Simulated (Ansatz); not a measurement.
Relaxation of C3H10BN (15 atoms, charge 0, multiplicity 1), to a largest force component of 0.02 eV/Å in at most 40 steps.

The calculation used UKS B3LYP-D4/STO-3G (Ansatz 0.2.0).

```xyz
15
Properties=species:S:1:pos:R:3
C -1.935 -0.377 -0.668
C -0.803 -1.228 -0.326
B 0.218 -0.469 0.596
C 1.141 0.801 0.068
N 2.012 1.244 1.066
H -1.649 0.562 -1.272
H -2.473 0.018 0.245
H -2.670 -0.891 -1.299
H -0.284 -1.536 -1.213
H -1.167 -2.124 0.233
H 0.461 -0.896 1.711
H 1.628 0.518 -0.841
H 0.300 1.632 -0.179
H 2.764 0.568 1.166
H 2.435 2.126 0.742
```

**Question.** Where does it end, and by what steps?

**Answer.** The forces met the threshold. Limits of this set-up: minimal basis. After 20 steps the energy has fallen by 1.086 eV; H13 moved furthest, 1.01 Å.

```
step  energy less start (eV)  largest force component (eV/Å)  accepted
   0                  0.0000                           6.837       yes
   1                 -0.8924                           1.230       yes
   2                 -0.9993                           0.578       yes
   3                 -1.0416                           0.146       yes
   4                 -1.0444                           0.059       yes
   5                 -1.0454                           0.026       yes
   6                 -1.0470                           0.093       yes
   7                 -1.0486                           0.131       yes
   8                 -1.0513                           0.168       yes
   9                 -1.0555                           0.193       yes
  10                 -1.0591                           0.229       yes
  11                 -1.0556                           0.414        no
  12                 -1.0689                           0.119       yes
  13                 -1.0756                           0.139       yes
  14                 -1.0785                           0.241       yes
  15                 -1.0819                           0.086       yes
  16                 -1.0842                           0.068       yes
  17                 -1.0848                           0.097       yes
  18                 -1.0844                           0.120        no
  19                 -1.0856                           0.021       yes
  20                 -1.0857                           0.014       yes
```

```xyz
15
Properties=species:S:1:pos:R:3
C -2.136 -0.388 -0.427
C -0.751 -1.124 -0.514
B 0.249 -0.408 0.475
C 1.324 0.621 -0.054
N 1.849 1.581 1.009
H -2.042 0.669 -0.722
H -2.539 -0.425 0.597
H -2.864 -0.867 -1.100
H -0.410 -1.096 -1.561
H -0.911 -2.179 -0.236
H 0.187 -0.643 1.627
H 2.134 0.011 -0.529
H 0.906 1.230 -0.880
H 2.262 0.953 1.760
H 2.721 2.015 0.583
```

Run time: 75 s on 1 CPU thread of a shared host.
